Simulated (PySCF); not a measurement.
**Exercise with solution: oscillator strength and radiative lifetime**

In(F)(Cl)(vinyl) (C₂H₃ClFIn), SMILES C=[CH][In]([F])[Cl].

The structure is a stationary point at B3LYP-D3(BJ)/def2-SVP. The structure was generated by enumeration; whether it is a known compound was not checked. The def2 effective core potentials stand for the cores of In; spin–orbit coupling is left out. The values are those of a single conformer.

TDA-PBE/def2-SVPD (PySCF) puts the first singlet state with f over 0.02 at 4.83 eV (vertical), with the transition dipole (0.249, 0.376, 0.000) in atomic units.

Q: Find the oscillator strength, the wavelength and the radiative lifetime that this transition would have in vacuum if emission retraced absorption.

A: 
|μ|² = 0.2034 au, so |μ| = 1.15 D. ΔE = 4.83/27.211 = 0.1775 hartree. f = (2/3) ΔE |μ|² = 0.024 (the program prints 0.024).
λ = 1239.84/4.83 = 257 nm; ν = 38957 cm⁻¹.
Einstein's coefficient A = 0.6670 ν² f s⁻¹ (ν in cm⁻¹) = 2.4e7 s⁻¹, so τ = 1/A = 41 ns. This state is S2; the lower singlet has f = 0.001. The figure is the radiative limit of this one transition; relaxation, internal conversion, crossing to triplets and a medium change what is measured.
